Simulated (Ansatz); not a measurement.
Two members of one family (Series [WO3X]-), computed with Ansatz in the gas phase; def2 core potentials for W, no spin–orbit coupling. The two geometries come from different levels. A dash marks a value that wasn't run or was left out as unsound. The structures are stationary points that may keep the symmetry of their start. Remarks come from the PBE and PBE0 runs and from stability tests at other levels; not every state was tested. HOMO above LUMO (over both spins in singlets and doublets, within one spin in higher multiplets; at PBE or PBE0), or a gap under 0.15 eV within one spin, warns that the state may not be the lowest or that an electron is smeared out.

First: [WO3Br]- (singlet, charge -1, B3LYP-D4/def2-SVPD geometry).

```
atom    x (Å)    y (Å)    z (Å)
  W1  -0.0162   0.1250   0.0873
  O2  -1.6169   0.8008  -0.1388
  O3   0.1960  -0.3041   1.7734
  O4   1.1840   1.3200  -0.3596
 Br5   0.2531  -1.9417  -1.3622
```

```tsv
level	HOMO (eV)	vertical IE (eV)
PBE-D4/def2-SVPD	-2.25	–
PBE-D4/def2-TZVPD	-2.13	5.21
r2SCAN-D4/def2-TZVPD	-2.46	5.37
PBE0-D4/def2-SVPD	-3.83	–
PBE0-D4/def2-TZVPD	-3.69	5.58
```

Metal–donor distances: 3 × O 1.75 Å, 1 × Br 2.54 Å. Remarks: gap within one spin near zero at PBE or PBE0 (neutral doublet).

Second: [WO3F]- (singlet, charge -1, r2SCAN-D4/def2-SVPD geometry).

```
atom   x (Å)   y (Å)   z (Å)
  W1  -0.022  -0.017  -0.002
  O2   0.540  -1.682  -0.021
  O3  -1.124   0.203   1.347
  O4  -0.872   0.320  -1.503
  F5   1.478   1.175   0.179
```

Question: Estimate the same table for the second.

Answer: 
```json
{"level": "PBE-D4/def2-SVPD", "HOMO (eV)": "-1.88", "vertical IE (eV)": "–"}
{"level": "PBE-D4/def2-TZVPD", "HOMO (eV)": "-1.77", "vertical IE (eV)": "5.03"}
{"level": "r2SCAN-D4/def2-TZVPD", "HOMO (eV)": "-2.09", "vertical IE (eV)": "5.16"}
{"level": "PBE0-D4/def2-SVPD", "HOMO (eV)": "-3.46", "vertical IE (eV)": "–"}
{"level": "PBE0-D4/def2-TZVPD", "HOMO (eV)": "-3.33", "vertical IE (eV)": "5.40"}
```

Metal–donor distances: 3 × O 1.76 Å, 1 × F 1.92 Å.
